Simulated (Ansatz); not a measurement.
Mulliken charges of C$_{2}$H$_{5}$NSi, SMILES `C[SiH]1C=N1` from PBE/def2-TZVPP in Ansatz (PBE0-D4/def2-TZVP geometry).

```csv
atom,x (Å),y (Å),z (Å),charge (e)
C1,-0.493,1.307,0.022,-0.363
Si2,0.416,-0.241,-0.444,0.247
C3,0.492,-1.692,0.581,-0.044
N4,-0.415,-1.824,-0.309,-0.221
H5,-1.060,1.690,-0.830,0.113
H6,-1.187,1.105,0.839,0.113
H7,0.202,2.088,0.340,0.111
H8,1.351,-0.084,-1.579,-0.070
H9,0.782,-2.397,1.363,0.113
```

Question: By hand: the dipole of these point charges (1 e Å = 4.8032 D).

Answer: Σ q r = (0.114, 0.226, 0.228) e Å, of length 0.341 e Å = 1.64 D.

Question: How does the dipole of the full density compare? (Estimate.)

Answer: Ansatz gave: (0.154, 0.380, 0.180) e Å, 2.15 D; the point charges give 0.76 times that, at 19° from its direction.

Point charges leave out the atoms' own dipoles, such as those of lone pairs, and Mulliken's split depends on the basis, so the two needn't agree.
